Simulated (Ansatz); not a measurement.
Consider the atomization: `OC1=N[SiH]1O` → C• + 3 H• + N• + 2 O• + Si•.

Isolated molecules relaxed with PBE0-D4/def2-TZVP in Ansatz; ΔE leaves out vibrations. CCSD(T)/CBS is the MP2 limit (def2-TZVPP, def2-QZVPP) plus CCSD(T) − MP2 in def2-TZVPP, frozen cores. This one scheme is used for every species, atoms too. DFT in def2-TZVPP. Open shells (•) are unrestricted, without spin–orbit coupling. Spin–orbit coupling would lower the free atoms: a little for C, O, Si. One conformer a species, not always the lowest.

| level | ΔE (kcal/mol) |
| --- | --- |
| PBE0-D4 | 758.3 |
| r2SCAN | 760.2 |

Q: What does CCSD(T)/CBS give? (Estimate.)

A: Ansatz gave: +759.6 kcal/mol. The listed levels differ from it by -1.3, 0.6 kcal/mol.

Largest T1 diagnostic among the species: 0.014.

In def2-TZVPP, CCSD(T) changes the Hartree–Fock value by +244.7 kcal/mol (the triples alone add +18.5 kcal/mol) and MP2 by +273.8 kcal/mol; breaking electron pairs costs correlation energy, which Hartree–Fock lacks. The D4 term adds +6.0 kcal/mol with B3LYP and +3.1 kcal/mol with PBE0; it sums over pairs of atoms, weighted by their polarisabilities, and B3LYP, whose exchange is more repulsive, gets the larger term. From r2SCAN to r2SCAN0 (25 % exact exchange), in def2-TZVPP and without D4, ΔE moves by −24.5 kcal/mol: exact exchange takes away binding that semilocal exchange gives to molecules.

B3LYP here is the variant with VWN-RPA as its local correlation; programs differ in this.

For atomizations the MP2-based limit and the directly extrapolated one differ by several kJ/mol either way, and by 10 to 25 for some Ge, Se and Sn compounds, so smaller differences from it don't rank the levels.
